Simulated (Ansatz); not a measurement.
Si3BH9⁺, that is B(SiH3)3 with one electron fewer. Total charge 1; doublet. Geometry r2SCAN-D4/def2-SVP, that of the neutral singlet; atoms count from 1.

Cartesian coordinates in Å:
```
B -0.006 -0.004 0.007
Si 1.629 -0.717 0.932
H 2.069 0.022 2.156
H 2.762 -0.711 -0.053
H 1.383 -2.149 1.311
Si -0.899 1.663 0.684
H -1.139 1.554 2.160
H -2.188 2.035 0.022
H 0.073 2.791 0.476
Si -0.737 -0.952 -1.606
H 0.044 -2.135 -2.085
H -0.868 0.018 -2.744
H -2.123 -1.416 -1.260
```

Q: Estimate the Mulliken populations from the PBE0/def2-TZVP orbitals of Ansatz.

A: 
| atom | charge (e) | spin (α − β) |
| --- | --- | --- |
| B1 | 0.14 | 0.39 |
| Si2 | 0.09 | 0.24 |
| H3 | 0.08 | 0.02 |
| H4 | 0.09 | 0.03 |
| H5 | 0.09 | 0.03 |
| Si6 | 0.03 | 0.06 |
| H7 | 0.07 | 0.00 |
| H8 | 0.09 | 0.09 |
| H9 | 0.07 | 0.00 |
| Si10 | 0.02 | 0.04 |
| H11 | 0.06 | 0.02 |
| H12 | 0.08 | 0.05 |
| H13 | 0.08 | 0.04 |
Mulliken values depend strongly on the basis.

Q: Where does the spin sit?

A: Summed by element: B 0.39, Si 0.35, H 0.26, of 1 unpaired in all. Largest on single atoms: B1 0.39, Si2 0.24, H8 0.09.

Q: And the Mayer bond orders between heavy atoms (over 0.3)?

A: B1–Si2 0.69 (2.01 Å); B1–Si6 0.88 (2.01 Å); B1–Si10 0.91 (2.01 Å).
